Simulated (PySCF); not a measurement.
# Radial density of Tb⁴¹⁺ (terbium, charge +41)

UHF, [Ar] 3d6, high-spin 5D determinant. Calculation: PySCF 2.14, in an uncontracted even-tempered set (18 s from 8 bohr⁻², ratio 2.5; 13 p from 10 bohr⁻², ratio 2.5; 8 d from 10 bohr⁻², ratio 2.5; 4 f from 41 bohr⁻², ratio 2.7; 3 g from 61 bohr⁻², ratio 2.7); the spin-free X2C one-electron Hamiltonian (Gaussian nucleus).

| r (bohr) | 4πr²ρ (e/bohr) | 4πr²(ρα − ρβ) |
| --- | --- | --- |
| 0.0202 | 81.89 | 0.0181 |
| 0.0340 | 78.39 | 0.2521 |
| 0.0573 | 108.9 | 2.1826 |
| 0.0963 | 84.72 | 10.6364 |
| 0.162 | 72.46 | 21.4690 |
| 0.272 | 47.26 | 10.3527 |
| 0.458 | 2.217 | 0.4546 |
| 0.771 | 0.004057 | 0.0010 |

Densities and radii are taken from the X2C orbitals without a picture-change correction, which distorts them close to the nucleus.

Spin-orbit coupling is strong in this species (close to jj coupling), so the high-spin LS determinant is a model state, not a physical level.
